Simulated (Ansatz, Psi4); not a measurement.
Here is a job for Psi4.
```
memory 2 GB

molecule {
0 1
Re    0.06874118   -0.12694771   -0.06206747
O     1.20409994    0.71141375   -0.92250863
O     0.49430691   -0.80148520    1.38573825
O    -1.28320559   -0.67670116   -0.83812129
C    -0.89001532    1.64363512    0.80360865
H    -0.15488768    2.19502798    1.39106321
H    -1.71349648    1.32519993    1.44394246
H    -1.26872215    2.27322082   -0.00246365
}

set {
  basis def2-svp
  scf_type pk
  puream true
  d_convergence 1e-8
}

energy('scf')
print_variables()
```

Question: Give the equivalent Ansatz (a program for electronic structure) input.

Answer: This is not unique; one that fits is 
Ansatz 0.2 input:
```yaml
crystal:
  periodic: [false, false, false]
  atoms:
    - {symbol: Re, position_ang: [0.06874118, -0.12694771, -0.06206747]}
    - {symbol: O, position_ang: [1.20409994, 0.71141375, -0.92250863]}
    - {symbol: O, position_ang: [0.49430691, -0.80148520, 1.38573825]}
    - {symbol: O, position_ang: [-1.28320559, -0.67670116, -0.83812129]}
    - {symbol: C, position_ang: [-0.89001532, 1.64363512, 0.80360865]}
    - {symbol: H, position_ang: [-0.15488768, 2.19502798, 1.39106321]}
    - {symbol: H, position_ang: [-1.71349648, 1.32519993, 1.44394246]}
    - {symbol: H, position_ang: [-1.26872215, 2.27322082, -0.00246365]}
basis:
  gaussian:
    orbitals: def2-SVP
hamiltonian:
  xc: hf
accuracy: high
```

Both were run: Psi4 gave -341.471186 Eh and Ansatz -341.471193 Eh, 0.007 mEh apart.
